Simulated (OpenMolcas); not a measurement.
**Au3+: moving or changing the point charges**

Au3+ among 4 point charges of -2.5 e arranged as a tetrahedron (Td), 2.01 Å from the ion.
```
   1.1605    1.1605    1.1605  -2.50
   1.1605   -1.1605   -1.1605  -2.50
  -1.1605    1.1605   -1.1605  -2.50
  -1.1605   -1.1605    1.1605  -2.50
```

```json
{
  "Program": "OpenMolcas 26.06",
  "Method": "SS-CASPT2, IPEA 0.25 Eh, imaginary shift 0.1 Eh (closed shells correlated: 4f 5s 5p)",
  "Basis": "ANO-RCC-VDZP [7s6p4d2f]",
  "Scalar Hamiltonian": "DKH2, point nucleus",
  "Active space": "8 electrons in 5 orbitals (5d)",
  "State averaging": "2S+1 = 3 even, 10 roots; 2S+1 = 1 even, 15 roots",
  "Spin-orbit coupling": "state interaction with AMFI integrals over the reference wave functions"
}
```

Runs around this geometry, states (labels of Td). Energies in cm-1 above the lowest state or level, χT in cm3 K/mol; under a threefold ground state the first gap can be a small split of the lowest multiplet, not the spin-orbit step.

```csv
R (Å),q (e),Ground state,First state of that spin,First gap with spin-orbit (degeneracies),χT at 300 K,First state of another spin
2.01,-2,3T1,3T2 2730,"850 (1, 3)",1.845,1T2 10970
1.92,-2.5,3T1,3T2 3400,"970 (1, 3)",1.627,1T2 11090
2.01,-2.5,3T1,3T2 3200,"950 (1, 3)",1.664,1T2 10810
2.22,-2.5,3T1,3T2 2070,"670 (1, 3)",2.228,1T2 10560
```

Taking the first state of the same spin as R^-n, n = -ln(2070 / 3400) / ln(2.22 / 1.92) = 3.4 between the shortest and longest distance.

Scaling the charges by -2 / -2.5 = 0.80 scales the first state of the same spin by 2730 / 3200 = 0.85; with fixed orbitals a first-order splitting would follow the charge.

Roots that are degenerate in the reference are averaged as groups; the widest CASPT2 spread within a group is 370 cm-1 (the 3-fold group of multiplicity 1 near 19700 cm-1 above the lowest state of its run, R = 2.01, q = -2.5). Shifts and gaps below about the spread of the groups concerned are not significant. An orbital triplet at a regular site is open to Jahn-Teller coupling, which can distort the site and quench the lowest spin-orbit gaps and is left out. Real 4d8 and 5d8 ions are as a rule square planar and diamagnetic. Free-ion shares, where given, are those of the reference states; single-state CASPT2 does not remix them. The ground term spreads over less than 5000 cm-1, several times less than with real ligands, so orbital moments are less quenched and χT lies further from the spin-only value than at real sites (holds for R = 2.22, q = -2.5). Point charges carry no covalency, so the field is a model and not that of real ligands. No measured value stands beside these numbers.
